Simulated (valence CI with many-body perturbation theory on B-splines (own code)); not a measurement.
Values are calculated unless marked as measured or tabulated.
**Energy levels of Pt LXXIV**

Level of theory: valence CI with perturbative core correlation (CI+MBPT): three valence electrons over a frozen Dirac-Fock core [He], a basis of 11 s, 11 p, 10 d, 8 f, 5 g, 2 h functions for each j, with the one-electron correlation potential Σ1, the two-electron term Σ2, the three-electron term Σ3, Breit, model QED; selected CI, second order for the rest, scaled by the run's own slope (own B-spline code, finite nucleus).

No measured spectrum was set against this ion. As an estimate, large intervals hold to a few tenths of a per cent, small ones and those within an open d or f shell to about a per cent.

Levels 91 to 135 of 165, with energies above the lowest level, (2s^2 2p1/2) J=1/2. "Leading %" is the weight of the configuration and term that name the level; weights of strongly mixed levels are sums over their largest components and can fall short. In the jj column 3d3/2^4 stands for four electrons in 3d with j = 3/2.

```csv
No.,Configuration,Term,J,E (× 10³ cm⁻¹),Leading %,Second component,Leading jj
91,2p²3p,²P°,1/2,121960,87,8 % 2p²3p ⁴D°,2p1/2 2p3/2 3p3/2 (99 %)
92,2p²3d,²G,7/2,122010,56,25 % 2p²3d ²F,2p1/2 2p3/2 3d3/2 (99 %)
93,2p²3d,²D,5/2,122150,37,32 % 2p²3d ²F,2p1/2 2p3/2 3d3/2 (99 %)
94,2p²3d,²D,3/2,122200,47,18 % 2p²3d ²P,2p1/2 2p3/2 3d3/2 (100 %)
95,2p²3d,²P,1/2,122290,39,32 % 2p²3d ⁴P,2p1/2 2p3/2 3d3/2 (100 %)
96,2p²3d,⁴D,7/2,123000,46,39 % 2p²3d ⁴F,2p1/2 2p3/2 3d5/2 (100 %)
97,2p²3d,²G,9/2,123150,65,35 % 2p²3d ⁴F,2p1/2 2p3/2 3d5/2 (100 %)
98,2p²3d,²P,3/2,123160,41,24 % 2p²3d ⁴P,2p1/2 2p3/2 3d5/2 (100 %)
99,2p²3d,²F,5/2,123180,44,18 % 2p²3d ⁴D,2p1/2 2p3/2 3d5/2 (99 %)
100,2p²3d,²D,5/2,123320,56,29 % 2p²3d ⁴P,2p1/2 2p3/2 3d5/2 (99 %)
101,2p²3d,²F,7/2,123380,71,12 % 2p²3d ⁴F,2p1/2 2p3/2 3d5/2 (99 %)
102,2p²3d,²D,3/2,123460,57,30 % 2p²3d ²P,2p1/2 2p3/2 3d5/2 (100 %)
103,2p²3d,²P,1/2,123510,56,38 % 2p²3d ²S,2p1/2 2p3/2 3d5/2 (100 %)
104,2s²4s,²S,1/2,130640,98,,2s^2 4s (98 %)
105,2s²4p,²P°,1/2,130950,98,,2s^2 4p1/2 (98 %)
106,2p²3s,⁴P,5/2,131580,65,35 % 2p²3s ²D,2p3/2^2 3s (100 %)
107,2p²3s,²P,3/2,131680,55,34 % 2p²3s ²D,2p3/2^2 3s (100 %)
108,2s2p4s,⁴P°,1/2,132200,77,22 % 2s2p4s ²P°,2s 2p1/2 4s (100 %)
109,2p²3s,²S,1/2,132210,68,21 % 2p²3s ⁴P,2p3/2^2 3s (100 %)
110,2p²3p,⁴P°,3/2,132350,28,19 % 2p²3p ⁴S°,2p3/2^2 3p1/2 (100 %)
111,2p²3p,²D°,5/2,132360,38,26 % 2p²3p ²F°,2p3/2^2 3p1/2 (100 %)
112,2s2p4s,⁴P°,3/2,132460,56,40 % 2s2p4s ²P°,2s 2p1/2 4s (96 %)
113,2s2p4p,⁴D,1/2,132480,66,21 % 2s2p4p ²P,2s 2p1/2 4p1/2 (100 %)
114,2s2p4s,²P°,1/2,132540,87,13 % 2s2p4s ⁴P°,2s 2p1/2 4s (100 %)
115,2s2p4p,⁴D,3/2,132740,38,34 % 2s2p4p ²D,2s 2p1/2 4p1/2 (98 %)
116,2s²4p,²P°,3/2,132810,95,,2s^2 4p3/2 (95 %)
117,2s2p4p,⁴P,1/2,132850,41,29 % 2s2p4p ²S,2s 2p1/2 4p1/2 (100 %)
118,2p²3p,²P°,1/2,132940,75,18 % 2p²3p ⁴D°,2p3/2^2 3p1/2 (100 %)
119,2s²4d,²D,3/2,133000,96,,2s^2 4d3/2 (96 %)
120,2s²4d,²D,5/2,133500,98,,2s^2 4d5/2 (98 %)
121,2s²4f,²F°,5/2,133600,98,,2s^2 4f5/2 (98 %)
122,2s²4f,²F°,7/2,133840,98,,2s^2 4f7/2 (98 %)
123,2s2p4p,⁴P,3/2,134350,30,27 % 2s2p4p ⁴D,2s 2p1/2 4p3/2 (100 %)
124,2s2p4d,⁴F°,3/2,134520,58,15 % 2s2p4d ²D°,2s 2p1/2 4d3/2 (100 %)
125,2s2p4p,²P,1/2,134610,41,18 % 2s2p4p ²S,2s 2p1/2 4p3/2 (91 %)
126,2s2p4p,²D,5/2,134640,42,41 % 2s2p4p ⁴D,2s 2p1/2 4p3/2 (100 %)
127,2s2p4p,²D,3/2,134640,40,25 % 2s2p4p ²P,2s 2p1/2 4p3/2 (100 %)
128,2s2p4d,⁴F°,5/2,134790,40,34 % 2s2p4d ²F°,2s 2p1/2 4d3/2 (99 %)
129,2s2p4d,²D°,3/2,134840,26,22 % 2s2p4d ²P°,2s 2p1/2 4d3/2 (100 %)
130,2s2p4d,⁴D°,1/2,134840,51,40 % 2s2p4d ²P°,2s 2p1/2 4d3/2 (97 %)
131,2p²4s,⁴P,1/2,135020,41,28 % 2p²4s ²S,2p1/2^2 4s (90 %)
132,2s2p4d,⁴D°,5/2,135050,27,26 % 2s2p4d ⁴P°,2s 2p1/2 4d5/2 (99 %)
133,2s2p4f,⁴G,5/2,135130,44,19 % 2s2p4f ⁴F,2s 2p1/2 4f5/2 (100 %)
134,2p²4p,²P°,1/2,135260,45,36 % 2p²4p ⁴D°,2p1/2^2 4p1/2 (95 %)
135,2s2p4d,²F°,7/2,135320,42,35 % 2s2p4d ⁴F°,2s 2p1/2 4d5/2 (100 %)
```
